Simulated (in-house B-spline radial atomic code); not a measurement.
A run on neutral carbon (an excited or competing configuration) that did not converge. Method: non-relativistic SCAN, spin-polarised, spherical fractional occupations, point nucleus; computed with a B-spline radial code for spherical atoms.

Command:
```bash
python run_scf.py task.json out
```
Settings:
```
Z                6
configuration    [He] 2s1 2p2 3d1
hamiltonian      nr
method           scan,scan
spin_polarised   True
```

First and last ten iterations of the last attempt (damped for 15 steps, keeping 80 % of the old Fock matrix, then DIIS):
```
 iter        energy (Eh)    residual
    1         -37.287495    9.84e-03
    2         -37.288623    4.23e-04
    3         -37.288628    3.45e-04
    4         -37.288632    2.81e-04
    5         -37.288634    2.30e-04
    6         -37.288636    1.87e-04
    7         -37.288637    1.53e-04
    8         -37.288638    1.27e-04
    9         -37.288639    1.05e-04
   10         -37.288639    8.64e-05
  111        6649.836057    4.10e+02
  112        6650.101636    4.10e+02
  113      375805.502489    4.30e+02
  114      445982.383212    5.69e+02
  115      445976.179582    5.68e+02
  116      445947.516473    5.68e+02
  117      445787.690785    5.67e+02
  118      445867.069993    5.67e+02
  119      445258.751831    5.67e+02
  120      178063.456386    5.54e+02
 not converged after 120 iterations
```

The smallest residual met was 2.0e-05; the threshold is about 1e-07. No energy from this run should be used. Run time, properties included: 1.8 s on 1 thread of Arm Neoverse N1 (shared host).
